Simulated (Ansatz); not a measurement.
Reaction (ligand exchange at the As–C bond): `[SiH3]C[AsH2]` + `N[SiH3]` → `[SiH3]N[AsH2]` + `C[SiH3]`

Gas-phase electronic energies from Ansatz, PBE0-D4/def2-TZVP geometries. CBS: MP2 limit from def2 TZ/QZ plus the TZ coupled-cluster correction, frozen cores. This one scheme is used for every species. DFT in def2-TZVPP. For As outer-core shells are correlated without core-valence functions, which leaves a few kJ/mol of doubt a bond. Scalar relativity is left out up to krypton.

```tsv
level	ΔE (kcal/mol)
BLYP	-1.2
PBE0	0.3
```

Q: What does CCSD(T)/CBS give? (An estimate is asked.)

A: Computed: +0.5 kcal/mol. The listed levels differ from it by -1.7, -0.2 kcal/mol.

Largest T1 diagnostic among the species: 0.011.

In def2-TZVPP, CCSD(T) changes the Hartree–Fock value by +2.4 kcal/mol (the triples alone add +0.2 kcal/mol) and MP2 by +2.7 kcal/mol. At CCSD(T), def2-SVP lies −1.5 kcal/mol from the extrapolated value and def2-TZVPP −0.3 kcal/mol.
